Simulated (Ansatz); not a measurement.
Species: BH₂S, charge 0, doublet. BH2S (SMILES B[S], doublet).
B3LYP-D3(BJ)/def2-TZVP minimum from Ansatz (an electronic-structure program):
```
B
H 1 1.1949
H 1 1.1949 2 120.46
S 1 1.7236 2 119.77 3 -180.00
```
Charge 0, spin multiplicity 2.

Total energies in cc-pV(T+d)Z, 11 correlated electrons, 6 frozen orbitals. Open shells are spin-unrestricted; no spin-orbit coupling. Cores are frozen in correlated methods. No relativity.

```csv
method,program,energy (Eh),minus CCSDT(Q) (mEh)
HF,Ansatz,-423.39912,299.04
MP2,Ansatz,-423.64886,49.30
CCSD,Ansatz,-423.68394,14.22
CCSD(T),Ansatz,-423.69611,2.04
CCSDT(Q),Ansatz,-423.69816,0.00
```

Rough core times of Ansatz's runs on a shared machine: CCSD(T) under 20 s, CCSDT(Q) 7 min.
